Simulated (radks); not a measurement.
Coulomb parameter of the 4f shell of the samarium ion Sm2+ in the model configuration [Xe] 4f4.5 6p1.5, as a second difference U = [E(n + 0.25) + E(n - 0.25) - 2 E(n)] / (0.25)^2 with all orbitals relaxed. "Bare": the charge of the atom changes with n. "Screened": the 6p shell takes up the change at fixed total charge, which measures U(4f,4f) + U(6p,6p) - 2 U(4f,6p). Calculated with a radial shooting solver on a logarithmic mesh with Libxc functionals: scalar-relativistic Kohn-Sham, PBE, spin-unpolarised, spherical densities, point nucleus.

| case | configuration | E - E(n) (eV) |
|---|---|---|
| start | [Xe] 4f4.5 6p1.5 | 0.000 |
| bare +0.25 | [Xe] 4f4.75 6p1.5 | -7.079 |
| bare -0.25 | [Xe] 4f4.25 6p1.5 | 8.194 |
| screened +0.25 | [Xe] 4f4.75 6p1.25 | -4.087 |
| screened -0.25 | [Xe] 4f4.25 6p1.75 | 4.653 |

U(bare) = 17.851 eV, U(screened by 6p) = 9.057 eV, against the Slater integral F0(4f,4f) = 28.720 eV with frozen orbitals.
